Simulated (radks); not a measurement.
Charge is removed step by step from the 4s down level of Fe, starting from [Ar] 3d6 4s(up 1, down 1). Calculated with a radial shooting solver on a logarithmic mesh with Libxc functionals: non-relativistic Kohn-Sham, PBE, spin-polarised, spherical densities, point nucleus; open shells are filled with parallel spins first.

removed (e)  E - E(0) (eV)  eigenvalue (eV)  E minus straight line (eV)
0                    0.000           -4.782                       0.000
0.1                  0.507           -5.358                      -0.266
0.2                  1.072           -5.939                      -0.475
0.3                  1.695           -6.526                      -0.625
0.4                  2.377           -7.117                      -0.716
0.5                  3.118           -7.712                      -0.748
0.6                  3.920           -8.312                      -0.720
0.7                  4.781           -8.919                      -0.632
0.8                  5.704           -9.534                      -0.482
0.9                  6.688          -10.154                      -0.271
1                    7.732          -10.699                       0.000

Removing the whole electron costs 7.732 eV by Delta-SCF, against 4.782 eV from minus the eigenvalue at the starting occupation. Slater's transition state (half an electron removed) gives 7.712 eV. Integrating minus the eigenvalue over the occupation (Janak's theorem) gives 7.732 eV. The mean slope of the eigenvalue, de/dn, is 5.92 eV per electron. Ionisation energy of Fe in the NIST Atomic Spectra Database: 7.902 eV (measured).
